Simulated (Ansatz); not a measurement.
carbon atom (C), triplet; R2SCAN/6-31G in Ansatz (a quantum-chemistry and plane-wave program).

Input for Ansatz:
Ansatz 0.2 input:
```yaml
crystal:
  periodic: [false, false, false]
  atoms:
    - {symbol: C, position_ang: [0.00000000, 0.00000000, 0.00000000]}
basis:
  gaussian:
    orbitals: 6-31G
hamiltonian:
  xc: r2scan
magnetization: {spin_polarized: false, initial_magnetization: 2}
```

**Question.** Predict the main parts of the log of this Ansatz run.

**Answer.** 
```
Functional definition: r2SCAN
35 factors; integrals over basis functions are off by at most 1.5e-4 eV
mean field evaluation 1: about -1029.0216 eV, gradient 2.0e0 eV
mean field evaluation 2: about -1029.0198 eV, gradient 2.0e0 eV
mean field evaluation 4: about -1029.0217 eV, gradient 1.2e0 eV
mean field evaluation 8: about -1028.5352 eV, gradient 6.4e0 eV
mean field evaluation 16: about -1029.0372 eV, gradient 3.0e-2 eV
mean field evaluation 32: about -1029.0357 eV, gradient 1.2e-2 eV
mean field -1029.03716605 eV, -37.8164183459 hartree, gradient 2.1e-5 eV, S^2 2.000000; 2 other end points of the search recorded, 0 dependent functions left out
reference -1029.03716973 eV, -37.8164184812 hartree; 4, 2 occupied and 5, 7 virtual orbitals, 35 factors
Total energy: -1029.03716973 eV, -37.8164184812 hartree
```
